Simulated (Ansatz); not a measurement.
`O=CN[SiH3]` + `[OH][AlH][CH2]F` → `F[CH2][AlH][O][SiH3]` + `NC=O`  (ligand exchange at the Si–N bond)

Calculated with Ansatz (gas phase, PBE0-D4/def2-TZVP geometries, no zero-point term in ΔE). CBS: MP2 limit from def2 TZ/QZ plus the TZ coupled-cluster correction, frozen cores. This one scheme is used for every species. Functionals use def2-TZVPP. B3LYP here is the variant with VWN-RPA as its local correlation; programs differ in this. Each species was taken in one conformer, which may not be the lowest.

`O=CN[SiH3]`:

Cartesian coordinates in Å:
```
O 1.204 -0.951 1.242
C 0.144 -1.270 0.755
N -0.542 -0.463 -0.092
Si 0.129 1.111 -0.502
H -0.339 -2.242 0.965
H -1.418 -0.806 -0.454
H 0.262 1.958 0.704
H 1.432 0.966 -1.189
H -0.873 1.697 -1.428
```

`[OH][AlH][CH2]F`:

```xyz
8

O    -1.086   -0.352    1.608
Al   -0.502   -0.593    0.034
C     0.857    0.721   -0.539
F     1.280    0.441   -1.846
H    -1.744   -0.901    2.029
H    -1.027   -1.781   -0.869
H     1.743    0.715    0.108
H     0.478    1.750   -0.524
```

`F[CH2][AlH][O][SiH3]`:

Z-matrix (Å, degrees):
```
C
Al 1 1.978
F 1 1.399 2 110.7
H 1 1.098 2 112.3 3 120.5
H 1 1.098 2 112.3 3 -120.5
O 2 1.681 1 118.0 3 -0.1
H 2 1.579 1 122.6 3 179.9
Si 6 1.630 2 155.7 1 0.0
H 8 1.487 6 110.5 2 -61.1
H 8 1.487 6 109.3 2 179.2
H 8 1.487 6 110.5 2 59.6
```

`NC=O`:

```xyz
6

N    -0.405   -0.285    0.483
C     0.388    0.274   -0.457
O     1.244    1.096   -0.239
H    -0.295   -0.013    1.446
H    -1.101   -0.965    0.240
H     0.169   -0.107   -1.473
```

```csv
level,ΔE (kJ/mol),difference from CCSD(T)/CBS
r2SCAN-D4,-58.1,-3.8
PBE0-D4,-55.4,-1.1
ωB97X-V,-57.2,-2.9
ωB97M-V,-55.9,-1.6
B2PLYP,-59.1,-4.8
r2SCAN,-57.9,-3.6
PBE0,-55.4,-1.1
B3LYP,-60.8,-6.5
SCS-MP2/def2-TZVPP,-57.7,-3.4
CCSD/def2-TZVPP,-57.5,-3.2
CCSD(T)/def2-TZVPP,-54.7,-0.4
HF/def2-QZVPP,-73.5,-19.2
MP2/def2-QZVPP,-54.9,-0.6
SCS-MP2/def2-QZVPP,-57.9,-3.6
HF/CBS(def2),-73.7,-19.4
MP2/CBS(def2),-54.4,-0.1
CCSD(T)/CBS,-54.3,0
```

Largest T1 diagnostic among the species: 0.016.

In def2-TZVPP, CCSD(T) changes the Hartree–Fock value by +17.7 kJ/mol (the triples alone add +2.7 kJ/mol) and MP2 by +17.6 kJ/mol. From PBE to PBE0 (25 % exact exchange), in def2-TZVPP and without D4, ΔE moves by −4.1 kJ/mol.
